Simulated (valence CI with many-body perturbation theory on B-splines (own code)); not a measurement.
## E1 transitions of Nb35+

Level of theory: valence CI with perturbative core correlation (CI+MBPT): four valence electrons over a frozen Dirac-Fock core [He], radial functions for each j: 11 s, 11 p, 9 d, 7 f, 5 g, 2 h, 1 i, with the one-electron correlation potential Σ1, the two-electron term Σ2, the three-electron term Σ3, Breit, model QED; selected CI, second order for the rest (own B-spline code, finite nucleus).

The last digits are not significant, and no measured levels were compared; by estimate large intervals hold to a few tenths of a per cent, small ones and those within an open d or f shell to about a per cent. Among the levels kept, up to 270 cm⁻¹ of a level comes from second order outside the variational space, and about a tenth of that is noise between levels of different J, which matters for small intervals.

Lines 51 to 100 of 230 in falling wavelength, among levels below 3070.8 eV, chosen from the strongest by gf and those to the six lowest levels. Wavelengths and rates use the calculated energies. Electric multipoles are in the length gauge, E1 and E2 with the static RPA response of the core. Weak lines are less certain than strong ones. Lines between different terms over intervals too small for the method are left out, as are lines whose strength nearly cancels. Where a level lies close to another of its J and parity, the split of strength between their lines is uncertain. The highest levels of a list are the least certain.

Levels are named by their leading jj configuration (3d3/2^4 stands for four electrons in 3d with j = 3/2), which in mixed levels can hold well under half, so a name can repeat and another be missing. Letters in brackets count levels of one name in rising energy.

| λ vac (nm) | Upper | Lower | A (s⁻¹) | log gf | Branch % |
| --- | --- | --- | --- | --- | --- |
| 5.517 | (2s 2p1/2 2p3/2^2) J=3 | (2s^2 2p1/2 2p3/2) J=2 | 2.59e+10 | -1.08 | 84.0 |
| 5.341 | (2p1/2 2p3/2^3) J=1 | (2s 2p1/2 2p3/2^2) J=1 [b] | 9.49e+10 | -0.91 | 26.6 |
| 5.069 | (2s 2p1/2 2p3/2 3p3/2) J=3 [c] | (2s^2 2p1/2 3p3/2) J=2 | 9.30e+10 | -0.60 | 0.5 |
| 5.004 | (2s 2p3/2^3) J=2 | (2s^2 2p3/2^2) J=2 | 1.34e+11 | -0.60 | 91.9 |
| 5.002 | (2s 2p1/2 2p3/2 3d3/2) J=3 [c] | (2s^2 2p1/2 3d3/2) J=2 | 7.63e+10 | -0.70 | 0.9 |
| 4.994 | (2s 2p1/2 2p3/2 3p3/2) J=2 [c] | (2s^2 2p1/2 3p3/2) J=1 | 1.09e+11 | -0.69 | 0.6 |
| 4.990 | (2p3/2^4) J=0 | (2s 2p3/2^3) J=1 | 4.18e+11 | -0.81 | 91.5 |
| 4.964 | (2s 2p1/2 2p3/2 3p1/2) J=2 [c] | (2s^2 2p1/2 3p1/2) J=1 | 9.35e+10 | -0.76 | 1.0 |
| 4.933 | (2p1/2^2 2p3/2^2) J=2 | (2s 2p1/2^2 2p3/2) J=1 | 6.50e+10 | -0.93 | 27.4 |
| 4.909 | (2s 2p1/2 2p3/2 3p1/2) J=1 [c] | (2s^2 2p1/2 3p1/2) J=0 | 1.18e+11 | -0.89 | 0.7 |
| 4.905 | (2s 2p1/2 2p3/2 3d3/2) J=2 [c] | (2s^2 2p1/2 3d3/2) J=2 | 1.02e+11 | -0.73 | 0.1 |
| 4.904 | (2p1/2 2p3/2^3) J=2 | (2s 2p1/2 2p3/2^2) J=2 [b] | 1.49e+11 | -0.57 | 49.8 |
| 4.902 | (2s 2p1/2 2p3/2 3s) J=2 [c] | (2s^2 2p1/2 3s) J=1 | 9.02e+10 | -0.79 | 0.7 |
| 4.886 | (2s 2p1/2 2p3/2 3p3/2) J=2 [d] | (2s^2 2p1/2 3p3/2) J=2 | 1.35e+11 | -0.62 | 0.8 |
| 4.850 | (2s 2p1/2 2p3/2 3p3/2) J=1 [c] | (2s^2 2p1/2 3p3/2) J=1 | 1.13e+11 | -0.92 | 0.7 |
| 4.844 | (2s 2p1/2 2p3/2 3s) J=1 [c] | (2s^2 2p1/2 3s) J=1 | 1.22e+11 | -0.89 | 0.8 |
| 4.802 | (2s 2p1/2 2p3/2 3p3/2) J=1 [d] | (2s^2 2p1/2 3p3/2) J=2 | 1.64e+11 | -0.77 | 3.3 |
| 4.783 | (2s 2p3/2^3) J=1 | (2s^2 2p3/2^2) J=0 | 7.23e+10 | -1.13 | 19.5 |
| 4.746 | (2s 2p1/2^2 2p3/2) J=1 | (2s^2 2p1/2^2) J=0 | 1.25e+11 | -0.90 | 93.6 |
| 4.736 | (2s 2p1/2 2p3/2^2) J=0 | (2s^2 2p1/2 2p3/2) J=1 | 1.23e+11 | -1.38 | 100.0 |
| 4.632 | (2s 2p1/2 2p3/2^2) J=2 [b] | (2s^2 2p1/2 2p3/2) J=2 | 2.00e+11 | -0.49 | 94.9 |
| 4.587 | (2s 2p1/2 2p3/2^2) J=1 [a] | (2s^2 2p1/2 2p3/2) J=1 | 1.85e+11 | -0.76 | 94.2 |
| 4.511 | (2s 2p1/2 2p3/2^2) J=1 [b] | (2s^2 2p1/2 2p3/2) J=2 | 2.25e+11 | -0.69 | 81.9 |
| 4.433 | (2s 2p1/2 2p3/2^2) J=2 [b] | (2s^2 2p1/2 2p3/2) J=1 | 6.38e+09 | -2.03 | 3.0 |
| 4.322 | (2s 2p1/2 2p3/2^2) J=1 [b] | (2s^2 2p1/2 2p3/2) J=1 | 3.08e+10 | -1.59 | 11.2 |
| 4.314 | (2s 2p3/2^3) J=1 | (2s^2 2p3/2^2) J=2 | 2.78e+11 | -0.63 | 74.9 |
| 4.147 | (2p1/2^2 2p3/2^2) J=2 | (2s 2p1/2^2 2p3/2) J=2 | 7.56e+10 | -1.01 | 31.8 |
| 3.558 | (2s 2p3/2^3) J=2 | (2s^2 2p1/2 2p3/2) J=2 | 9.90e+09 | -2.03 | 6.8 |
| 3.419 | (2s 2p1/2 2p3/2^2) J=1 [a] | (2s^2 2p1/2^2) J=0 | 8.91e+09 | -2.33 | 4.5 |
| 3.270 | (2s 2p1/2 2p3/2^2) J=1 [b] | (2s^2 2p1/2^2) J=0 | 1.05e+10 | -2.30 | 3.8 |
| 3.099 | (2s 2p3/2^3) J=1 | (2s^2 2p1/2 2p3/2) J=1 | 1.84e+10 | -2.10 | 5.0 |
| 0.4831 | (2s^2 2p1/2 3p3/2) J=1 | (2s 2p1/2^2 2p3/2) J=2 | 1.00e+12 | -1.98 | 67.4 |
| 0.4810 | (2s 2p3/2^2 3s) J=2 | (2s 2p3/2^3) J=2 | 1.34e+13 | -0.63 | 66.5 |
| 0.4800 | (2s^2 2p3/2 3s) J=1 | (2s^2 2p3/2^2) J=0 | 5.76e+12 | -1.22 | 24.0 |
| 0.4770 | (2s 2p1/2 2p3/2 3s) J=2 [b] | (2s 2p1/2 2p3/2^2) J=3 | 9.00e+12 | -0.81 | 54.2 |
| 0.4766 | (2s 2p1/2 2p3/2 3s) J=1 [a] | (2s 2p1/2 2p3/2^2) J=2 [a] | 1.36e+13 | -0.86 | 66.0 |
| 0.4764 | (2s^2 2p1/2 3s) J=1 | (2s^2 2p1/2 2p3/2) J=2 | 1.15e+13 | -0.93 | 59.7 |
| 0.4763 | (2s 2p1/2^2 3s) J=1 | (2s 2p1/2^2 2p3/2) J=2 | 1.16e+13 | -0.93 | 90.9 |
| 0.4757 | (2s^2 2p3/2 3s) J=2 | (2s^2 2p3/2^2) J=2 | 6.04e+12 | -0.99 | 23.8 |
| 0.4748 | (2s^2 2p3/2 3s) J=1 | (2s^2 2p3/2^2) J=2 | 1.36e+13 | -0.86 | 56.8 |
| 0.4746 | (2s^2 2p1/2 3s) J=0 | (2s^2 2p1/2 2p3/2) J=1 | 1.50e+13 | -1.29 | 100.0 |
| 0.4746 | (2s^2 2p1/2 3d3/2) J=2 | (2s^2 2p3/2^2) J=2 | 8.72e+11 | -1.83 | 4.3 |
| 0.4742 | (2s^2 2p1/2 3s) J=1 | (2s^2 2p1/2 2p3/2) J=1 | 2.43e+12 | -1.61 | 12.7 |
| 0.4716 | (2s^2 2p1/2 3d5/2) J=2 | (2s^2 2p3/2^2) J=2 | 1.08e+12 | -1.75 | 0.9 |
| 0.4661 | (2s 2p1/2 2p3/2 3d5/2) J=2 [a] | (2s 2p1/2 2p3/2^2) J=1 [a] | 1.50e+13 | -0.61 | 18.9 |
| 0.4646 | (2s 2p1/2 2p3/2 3d5/2) J=2 [b] | (2s 2p1/2 2p3/2^2) J=1 [b] | 1.13e+13 | -0.74 | 17.4 |
| 0.4635 | (2s 2p1/2 2p3/2 3d5/2) J=1 [b] | (2s 2p1/2 2p3/2^2) J=1 [b] | 5.36e+13 | -0.29 | 45.2 |
| 0.4633 | (2s 2p1/2 2p3/2 3d5/2) J=2 [b] | (2s 2p1/2 2p3/2^2) J=2 [b] | 1.75e+13 | -0.55 | 27.1 |
| 0.4632 | (2s 2p1/2 2p3/2 3s) J=2 [a] | (2s 2p1/2^2 2p3/2) J=2 | 6.02e+12 | -1.01 | 55.5 |
| 0.4632 | (2s 2p1/2 2p3/2 3d5/2) J=0 | (2s 2p1/2 2p3/2^2) J=1 [b] | 8.83e+13 | -0.55 | 70.9 |
